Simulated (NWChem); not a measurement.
# SiHOBr, singlet; SMILES O[Si]Br

```xyz
4

Si     0.6796     1.1598     0.0000
Br    -0.0668    -0.9944     0.0000
O     -0.8082     1.9550     0.0000
H     -0.7090     2.9278     0.0000
```
Atoms are numbered in this order, from 1.

Program: NWChem. Pople sets run with spherical d functions. Low-valent species are run as closed-shell singlets; no triplet was tried in these runs. Coordinates come from a PBE-D3(BJ)/def2-SVP optimisation.

Task: Taking Hartree-Fock/6-311G** as the yardstick, which of these has the fewest basis functions while keeping “highest occupied level (eV)” within 0.2 eV of it: Hartree-Fock/6-31G*; Hartree-Fock/3-21G; Hartree-Fock/STO-3G?

Result: Hartree-Fock/3-21G.
```json
[
 {"level": "Hartree-Fock/STO-3G", "basis functions": "33", "highest occupied level (eV)": "-6.58"},
 {"level": "Hartree-Fock/3-21G", "basis functions": "46", "highest occupied level (eV)": "-9.70"},
 {"level": "Hartree-Fock/6-31G*", "basis functions": "66", "highest occupied level (eV)": "-9.85"},
 {"level": "Hartree-Fock/6-311G**", "basis functions": "94", "highest occupied level (eV)": "-9.87"}
]
```

The yardstick is one finite set, not the basis-set limit.
